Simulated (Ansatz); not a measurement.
Consider the ligand exchange at the Si–N bond: `CN([SiH3])CF` + `CC=N` → `C/C=N\[SiH3]` + `CNCF`.

Program: Ansatz. Geometries: PBE0-D4/def2-TZVP. ΔE: electronic, gas phase. CBS: MP2 limit from def2 TZ/QZ plus the TZ coupled-cluster correction, frozen cores. Functionals use def2-TZVPP. B3LYP here is the variant with VWN-RPA as its local correlation; programs differ in this. Each species was taken in one conformer, which may not be the lowest.

`CN([SiH3])CF`:

Cartesian coordinates in Å:
```
C 0.408 -1.409 -0.153
N -0.167 -0.103 0.113
Si 0.787 1.096 0.925
C -1.256 0.256 -0.692
F -0.877 0.570 -2.008
H 0.943 -1.449 -1.108
H 1.107 -1.678 0.642
H -0.381 -2.167 -0.172
H 1.949 1.593 0.135
H 1.321 0.486 2.170
H -0.116 2.234 1.228
H -1.965 -0.574 -0.783
H -1.753 1.144 -0.296
```

`CC=N`:

Cartesian coordinates in Å:
```
C -0.110 0.352 -0.733
C -0.163 0.023 0.723
N 0.411 -0.926 1.326
H 0.281 1.363 -0.879
H 0.518 -0.354 -1.281
H -1.116 0.339 -1.161
H -0.778 0.693 1.334
H 0.957 -1.490 0.670
```

`C/C=N\[SiH3]`:

```xyz
11

C     0.341   -1.028   -1.165
C     0.963   -0.642    0.139
N     0.569    0.210    0.976
Si   -0.796    1.272    1.009
H     1.058   -0.863   -1.976
H     0.118   -2.100   -1.163
H    -0.571   -0.470   -1.372
H     1.888   -1.194    0.371
H    -1.729    1.213   -0.158
H    -0.269    2.656    1.106
H    -1.571    0.946    2.233
```

`CNCF`:

Z-matrix (Å, degrees):
```
C
N 1 1.449
H 1 1.096 2 113.8
H 1 1.093 2 109.0 3 120.6
H 1 1.091 2 109.5 3 -121.9
C 2 1.397 1 116.4 3 -64.1
H 2 1.010 1 112.3 3 66.8
F 6 1.411 2 113.7 1 63.1
H 6 1.092 2 110.4 1 -177.9
H 6 1.093 2 110.2 1 -55.3
```

| level | ΔE (kJ/mol) | difference from CCSD(T)/CBS |
| --- | --- | --- |
| PBE-D4 | 5.2 | -6.2 |
| r2SCAN-D4 | 5.4 | -6.0 |
| PBE0-D4 | 6.5 | -4.9 |
| B3LYP-D4 | 6.0 | -5.4 |
| ωB97X-V | 9.7 | -1.7 |
| ωB97M-V | 9.9 | -1.5 |
| B2PLYP | 6.7 | -4.7 |
| PBE | 3.3 | -8.1 |
| r2SCAN | 4.9 | -6.5 |
| PBE0 | 4.9 | -6.5 |
| B3LYP | 3.1 | -8.3 |
| HF/def2-TZVPP | 4.0 | -7.4 |
| MP2/def2-TZVPP | 12.7 | 1.3 |
| SCS-MP2/def2-TZVPP | 12.4 | 1.0 |
| CCSD/def2-TZVPP | 13.0 | 1.6 |
| CCSD(T)/def2-TZVPP | 13.6 | 2.2 |
| HF/def2-QZVPP | 4.1 | -7.3 |
| MP2/def2-QZVPP | 11.4 | 0.0 |
| SCS-MP2/def2-QZVPP | 11.1 | -0.3 |
| HF/CBS(def2) | 4.1 | -7.3 |
| MP2/CBS(def2) | 10.5 | -0.9 |
| CCSD/CBS(def2) | 10.8 | -0.6 |
| CCSD(T)/CBS | 11.4 | 0 |

Largest T1 diagnostic among the species: 0.013.

In def2-TZVPP, CCSD(T) changes the Hartree–Fock value by +9.5 kJ/mol (the triples alone add +0.6 kJ/mol) and MP2 by +8.7 kJ/mol.
